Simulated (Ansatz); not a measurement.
Two isomers of C2H6BFO: A = `BC(F)OC`, B = `CB(F)CO`.

Program: Ansatz. Geometries: PBE0-D4/def2-TZVP. ΔE: electronic, gas phase. CBS: MP2 limit from def2 TZ/QZ plus the TZ coupled-cluster correction, frozen cores. Functionals use def2-TZVPP. B3LYP here is the variant with VWN-RPA as its local correlation; programs differ in this. Each species was taken in one conformer, which may not be the lowest.

(1) Which is lower in electronic energy at CCSD(T)/CBS, and by how much? (Best estimate.)

(2) Give E(B) − E(A) in kJ/mol with PBE-D4, HF/def2-TZVPP, ωB97M-V, MP2/def2-TZVPP, r2SCAN-D4, PBE0-D4, B3LYP. (Best estimate.)

(3) Does the order hold for the free energy at 298.15 K (harmonic terms from PBE0-D4)? (Estimate.)

Largest T1 diagnostic: 0.012.

## Answers

(1) Ansatz gave: B, by 303.8 kJ/mol.

(2) Computed: PBE-D4 -299.2, HF/def2-TZVPP -284.8, ωB97M-V -301.4, MP2/def2-TZVPP -309.7, r2SCAN-D4 -304.7, PBE0-D4 -303.9, B3LYP -295.5. None reverses the order clearly.

(3) Ansatz gave: Yes: G(B) − G(A) = -298.1 kJ/mol, for one conformer each. Modes under 60 cm⁻¹, often nearly free rotors, make the harmonic entropy too high.

Leaving LDA and LC-ωPBE aside and taking each functional with its dispersion term where it has one, the values, not all of them listed here, spread over 22.5 kJ/mol, from B97M-V to BLYP-D4. LDA lies −9.0 kJ/mol from PBE without D4. From BLYP to BHLYP (50 % exact exchange), in def2-TZVPP and without D4, E(B) − E(A) moves by −6.8 kJ/mol.
